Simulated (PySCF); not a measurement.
Compound: C6H6OP2S.
Numbering: `[CH3:1][S:2][c:3]1[p:4][cH:5][c:6]([CH:7]=[O:8])[cH:9][p:10]1` (hydrogens: H11, H12, H13 on C1; H14 on C5; H15 on C7; H16 on C9)

Computed with PySCF at PBE0/pcSseg-1 and PBE0/def2-SVPD, non-relativistic, on one gas-phase PBE0-D3(BJ)/def2-SVP geometry that isn't relaxed in the solvent. The solvent is an IEF-PCM continuum (cavity from Bondi-type radii × 1.2). Only the electrostatic response of the medium enters.

Gas phase at PBE0/pcSseg-1: HOMO -6.65 eV, LUMO -2.64 eV, dipole 2.36 D.

**Question.** What does the continuum do to the energy, the frontier levels and the dipole at PBE0/pcSseg-1 in acetone and methanol?

**Answer.** 
```
 solvent      ε  E(solvent) − E(gas) (kcal/mol)  polarisation term (kcal/mol)  distortion of the solute (kcal/mol)  HOMO (eV)  LUMO (eV)  dipole (D)
 acetone  20.49                           -6.21                         -7.24                                 1.03      -6.53      -2.56        2.79
methanol  32.61                           -6.41                         -7.50                                 1.09      -6.53      -2.56        2.80
```

Polarisation term: ½ Σ q·V over the induced surface charges. Distortion: the rise of the solute's own energy as its density leaves the gas-phase optimum. From acetone to methanol the lowering changes by a factor 1.03, Onsager's factor (ε − 1)/(2ε + 1) by 1.03 and ε itself by 1.6.

**Question.** Which radius a makes the point-dipole formula ΔE = −[(ε − 1)/(2ε + 1)]·μ²/a³ give the value in methanol, with the gas-phase dipole?

**Answer.** μ = 0.929 au and |ΔE| = 0.01021 Eh give a = 1.81 Å; the farthest nucleus lies 4.74 Å from the centroid of the nuclei, so such a sphere wouldn't even hold the nuclei. The formula assumes a rigid point dipole at the centre of a sphere.

**Question.** Which Hirshfeld charges (PBE0/pcSseg-1) respond most in acetone (means over atoms taken as equivalent)?

**Answer.** 
```csv
atoms,environment,gas (e),solvent (e),change
O8,aldehyde oxygen,-0.214,-0.251,-0.037
H15,formyl hydrogen,+0.044,+0.060,+0.016
S2,sulfide sulfur,+0.054,+0.043,-0.011
P4/P10,phosphorus bonded to 2 C,+0.096,+0.087,-0.009
C7,aldehyde carbon,+0.124,+0.131,+0.007
H14/H16,aromatic hydrogen,+0.049,+0.056,+0.007
H11/H12/H13,methyl hydrogen,+0.050,+0.057,+0.007
C1,S-methyl carbon,-0.118,-0.113,+0.005
```

**Question.** Which Mayer bond orders change most in acetone?

**Answer.** 
| bond | length (Å) | gas | solvent | change |
| --- | --- | --- | --- | --- |
| C7–O8 | 1.203 | 1.994 | 1.959 | -0.035 |
| C6–C7 | 1.491 | 0.990 | 1.008 | +0.018 |
| C5–C6 | 1.394 | 1.406 | 1.391 | -0.015 |
| C9–H16 | 1.098 | 0.915 | 0.907 | -0.008 |
| C1–S2 | 1.800 | 1.004 | 0.997 | -0.007 |
| C1–H12 | 1.099 | 0.947 | 0.941 | -0.006 |
| P4–C5 | 1.726 | 1.366 | 1.361 | -0.005 |
| C6–C9 | 1.397 | 1.348 | 1.353 | +0.005 |

Gas phase at PBE0/def2-SVPD: HOMO -6.64 eV, LUMO -2.69 eV, dipole 2.54 D.

**Question.** What does the continuum do to the energy, the frontier levels and the dipole at PBE0/def2-SVPD in acetone?

**Answer.** 
```csv
solvent,ε,E(solvent) − E(gas) (kcal/mol),polarisation term (kcal/mol),distortion of the solute (kcal/mol),HOMO (eV),LUMO (eV),dipole (D)
acetone,20.49,-6.27,-7.47,1.20,-6.52,-2.61,3.07
```

**Question.** How does the static polarisability (PBE0/def2-SVPD, frozen core, with the continuum's full static response) change?

**Answer.** 
```json
{"medium": "gas", "isotropic (au)": "157.3", "principal values (au)": "84.4, 153.1, 234.3", "⟨r²⟩ of the electrons (bohr²)": "2562.8"}
{"medium": "acetone", "isotropic (au)": "241.7", "principal values (au)": "126.4, 244.3, 354.3", "⟨r²⟩ of the electrons (bohr²)": "2562.8"}
```

The isotropic value in acetone is 1.54 times the gas-phase one; no cavity-field correction is applied. ⟨r²⟩ is taken about the centre of nuclear charge.

Conformer computed: `[CH3:1][S:2][c:3]1[p:4][cH:5][c:6]([CH:7]=[O:8])[cH:9][p:10]1`: C1–S2–C3–P4 -1°, C5–C6–C7–O8 0°.
